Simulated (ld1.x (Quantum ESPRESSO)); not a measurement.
# Before and after: PAW potential for nitrogen (N)

| Property | Result |
| --- | --- |
| Element | N |
| Generator | ld1.x (Quantum ESPRESSO) 7.5 |
| Type | PAW |
| Functional | PBEsol |
| Relativity | non-relativistic |
| Frozen core | [He] |
| Valence charge | 5 |
| Reference configuration | 2s2 2p3 |
| Partial waves | 2s (bound): rcut 1.00, rcutus 1.10 bohr; 2s channel at 0.9 Ry: rcut 1.00, rcutus 1.10 bohr; 2p (bound): rcut 1.20, rcutus 1.50 bohr; 2p channel at -0.05 Ry: rcut 1.20, rcutus 1.50 bohr |
| Local potential | all-electron potential smoothed inside 1.20 bohr (lloc = -1) |
| Core correction | Bessel-smoothed model core inside 0.50 bohr |
| Augmentation charge | BESSEL, radius 1.05 bohr |

All-electron outer shells of the reference configuration (PBEsol, non-relativistic, ld1.x):

```tsv
shell	level (eV)	outermost node (bohr)	outermost maximum (bohr)
2s	-18.43	0.32	1.02
2p	-7.04	–	0.98
```

Change: all radii but the core radius scaled by about 1.22 (s 1.34, p 1.84 bohr, rcut 1.22/1.46); local potential all-electron potential smoothed inside 1.46 bohr (lloc = -1); augmentation BESSEL, radius 1.28 bohr.

Cutoffs: the cutoffs (Ry, on a coarse ladder) from which the occupation-weighted sum of valence levels, in a spherical-Bessel basis at the reference potential, stays within 10 and 1 mRy of its value at 400 Ry; they do not see the model core or the augmentation charge, which bear on the density cutoff. Errors are all-electron minus pseudo energies relative to the spin-unpolarised reference configuration.

**Question.** How do hardness, ghosts and transferability respond?

**Answer.** The potential gets softer (30 Ry and 45 Ry → 21 Ry and 30 Ry); of the 7 tests that both files solve, the error grows in 2 and shrinks in 3 by more than 15 % and 0.3 meV (median size 2.3 → 1.3 meV); neither file shows a bound ghost. A larger radius leaves more room for a smooth pseudo-wave, so fewer plane waves are needed.

| quantity | base | changed |
| --- | --- | --- |
| cutoff, loose | 30 Ry | 21 Ry |
| cutoff, tight | 45 Ry | 30 Ry |
| loose cutoff by channel (10 mRy a level) | s 10 Ry, p 30 Ry | s 15 Ry, p 18 Ry |
| bound ghosts | none | none |
| error for 2s2 2p2, meV [ΔE 13.53 eV] | -1.3 | -0.1 |
| error for 2s2 2p1, meV [ΔE 42.27 eV] | -8.8 | +1.5 |
| error for 2s2 2p0, meV [ΔE 89.16 eV] | +3.5 | +32 |
| error for 2s1 2p0, meV [ΔE 166.62 eV] | -17 | +22 |
| error for 2s2 2p2.5, meV [ΔE 5.07 eV] | -0.1 | 0.0 |
| error for 2s1 2p4, meV [ΔE 11.40 eV] | -0.3 | -0.3 |
| error for 2s1 2p3, meV [ΔE 25.21 eV] | -2.3 | -1.3 |
| lowest overlap eigenvalue by channel | s 0.54, p 0.93 | s 0.58, p 0.97 |
